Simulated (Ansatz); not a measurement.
A structure relaxed at PBE0-D4/def2-TZVP, charge 0, multiplicity 1:

| atom | x (Å) | y (Å) | z (Å) |
| --- | --- | --- | --- |
| C1 | -0.143 | -1.481 | 1.552 |
| O2 | 0.350 | -0.652 | 0.512 |
| B3 | -0.327 | 0.287 | -0.152 |
| Si4 | 0.570 | 1.363 | -1.611 |
| Cl5 | -2.037 | 0.633 | 0.213 |
| H6 | -0.080 | -2.519 | 1.221 |
| H7 | -1.174 | -1.237 | 1.808 |
| H8 | 0.497 | -1.346 | 2.424 |
| H9 | -0.168 | 1.181 | -2.891 |
| H10 | 0.525 | 2.810 | -1.262 |
| H11 | 1.988 | 0.962 | -1.813 |

(1) Give its formula and SMILES.

(2) Point group (tolerance 0.08 Å, 0.16 Å for H)?

(3) Summarise the bond lengths by kind.

Results:

(1) CH6BClOSi, `COB([SiH3])Cl`.

(2) Cs.

(3) 1 × C–O 1.418 Å; 3 × C–H 1.090 to 1.091 Å; 1 × B–O 1.335 Å; 1 × B–Si 2.023 Å; 1 × B–Cl 1.782 Å; 3 × H–Si 1.487 to 1.489 Å.

All numbers were calculated with Ansatz.
